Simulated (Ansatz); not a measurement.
Cost and result for the atomization energy of C$_{2}$H$_{7}$GeIn (11 atoms, 9 bonds).

```json
{"atom": "C1", "x (Å)": "0.915", "y (Å)": "-1.596", "z (Å)": "-0.870"}
{"atom": "C2", "x (Å)": "-0.396", "y (Å)": "-1.358", "z (Å)": "-0.791"}
{"atom": "In3", "x (Å)": "-1.242", "y (Å)": "0.088", "z (Å)": "-2.278"}
{"atom": "Ge4", "x (Å)": "-0.257", "y (Å)": "1.624", "z (Å)": "1.171"}
{"atom": "H5", "x (Å)": "1.556", "y (Å)": "-1.091", "z (Å)": "-1.597"}
{"atom": "H6", "x (Å)": "1.444", "y (Å)": "-2.302", "z (Å)": "-0.227"}
{"atom": "H7", "x (Å)": "-0.945", "y (Å)": "-1.917", "z (Å)": "-0.030"}
{"atom": "H8", "x (Å)": "-0.984", "y (Å)": "1.819", "z (Å)": "-0.181"}
{"atom": "H9", "x (Å)": "-0.874", "y (Å)": "0.435", "z (Å)": "1.912"}
{"atom": "H10", "x (Å)": "-0.448", "y (Å)": "2.909", "z (Å)": "1.992"}
{"atom": "H11", "x (Å)": "1.232", "y (Å)": "1.389", "z (Å)": "0.900"}
```

The species carries charge 0 and has multiplicity 1. Correlated methods include outer-core shells of Ge, In, which these sets cover unevenly. Scalar relativity is left out up to krypton. In: def2 effective core potential. The bonds changed during the relaxation, so this is another structure than the one it started from. All single points use the PBE0-D4/def2-TZVP geometry. It is one conformer, not always the lowest. Program: Ansatz. All runs use 4 threads of an Arm Neoverse N1 on a shared host. Times are those of one run each, without the atoms' runs, and a repeat can differ threefold. Electronic energies, without spin–orbit coupling; frozen cores. CCSD(T)/CBS adds CCSD(T) − MP2 in def2-TZVPP to the MP2 limit, and its time is that of the two runs behind it. T1 = 0.014. With those shells the extrapolation isn't a true limit. B3LYP takes the VWN-RPA correlation (the form of Gaussian; ORCA's B3LYP/G). HSE06 is the plane-wave form, built on full-range PBE exchange.

CCSD(T)/CBS is a level of theory with its own doubt, some kJ/mol a heavy atom from the limit and from the frozen cores, so smaller differences don't rank the functionals.

| level | functions | wall time |
| --- | --- | --- |
| LDA (SPW92)/def2-TZVPP | 258 | 2.6 s |
| revPBE-D4/def2-TZVPP | 258 | 4.2 s |
| PBE0-D4/def2-TZVPP | 258 | 7 s |
| HSE06-D4/def2-TZVPP | 258 | 7.5 s |
| BHLYP-D4/def2-TZVPP | 258 | 7.5 s |
| CAM-B3LYP-D4/def2-TZVPP | 258 | 8.5 s |
| B3LYP-D4/def2-TZVPP (with forces) | 258 | 11 s |
| B2PLYP/def2-TZVPP | 258 | 13 s |
| CCSD(T)/def2-SVP | 121 | 23 s |
| ωB97M-V/def2-TZVPP (with forces) | 258 | 26 s |
| MP2/def2-QZVPP | 495 | 54 s |
| CCSD(T)/def2-TZVPP | 258 | 9.3 min |
| CCSD(T)/CBS(def2) | – | 10 min |

**Question.** What atomization energy does each give, and how far from CCSD(T)/CBS? (An estimate is asked.)

**Answer.** Computed: 
```json
{"level": "LDA (SPW92)/def2-TZVPP", "atomization (kJ/mol)": "3822.2", "difference from CCSD(T)/CBS": "414.5", "per bond": "46.1"}
{"level": "revPBE-D4/def2-TZVPP", "atomization (kJ/mol)": "3351.7", "difference from CCSD(T)/CBS": "-56.0", "per bond": "-6.2"}
{"level": "PBE0-D4/def2-TZVPP", "atomization (kJ/mol)": "3376.4", "difference from CCSD(T)/CBS": "-31.3", "per bond": "-3.5"}
{"level": "HSE06-D4/def2-TZVPP", "atomization (kJ/mol)": "3377.3", "difference from CCSD(T)/CBS": "-30.4", "per bond": "-3.4"}
{"level": "BHLYP-D4/def2-TZVPP", "atomization (kJ/mol)": "3325.5", "difference from CCSD(T)/CBS": "-82.2", "per bond": "-9.1"}
{"level": "CAM-B3LYP-D4/def2-TZVPP", "atomization (kJ/mol)": "3400.2", "difference from CCSD(T)/CBS": "-7.5", "per bond": "-0.8"}
{"level": "B3LYP-D4/def2-TZVPP (with forces)", "atomization (kJ/mol)": "3395.9", "difference from CCSD(T)/CBS": "-11.8", "per bond": "-1.3"}
{"level": "B2PLYP/def2-TZVPP", "atomization (kJ/mol)": "3350.5", "difference from CCSD(T)/CBS": "-57.2", "per bond": "-6.3"}
{"level": "CCSD(T)/def2-SVP", "atomization (kJ/mol)": "3232.4", "difference from CCSD(T)/CBS": "-175.3", "per bond": "-19.5"}
{"level": "ωB97M-V/def2-TZVPP (with forces)", "atomization (kJ/mol)": "3383.3", "difference from CCSD(T)/CBS": "-24.4", "per bond": "-2.7"}
{"level": "MP2/def2-QZVPP", "atomization (kJ/mol)": "3370.5", "difference from CCSD(T)/CBS": "-37.2", "per bond": "-4.1"}
{"level": "CCSD(T)/def2-TZVPP", "atomization (kJ/mol)": "3339.5", "difference from CCSD(T)/CBS": "-68.2", "per bond": "-7.6"}
{"level": "CCSD(T)/CBS(def2)", "atomization (kJ/mol)": "3407.7", "difference from CCSD(T)/CBS": "0.0", "per bond": "0.0"}
```

At CCSD(T), def2-SVP lies −175.3 kJ/mol from the extrapolated value and def2-TZVPP −68.1 kJ/mol: correlation converges slowly with the basis, and small sets miss more of it in the bonded molecule than in its fragments. From PBE to PBE0 (25 % exact exchange), in def2-TZVPP and without D4, the atomization energy moves by −36.6 kJ/mol: exact exchange takes away binding that semilocal exchange gives to molecules. In def2-TZVPP, CCSD(T) changes the Hartree–Fock value by +845.8 kJ/mol (the triples alone add +46.0 kJ/mol) and MP2 by +836.8 kJ/mol; breaking electron pairs costs correlation energy, which Hartree–Fock lacks.

Spin–orbit coupling would lower the free In atoms strongly, and the atomization energy with them, by more than many differences here. For some Ge, Se and Sn compounds the MP2-based and the directly extrapolated limit differ by 10 to 25 kJ/mol.
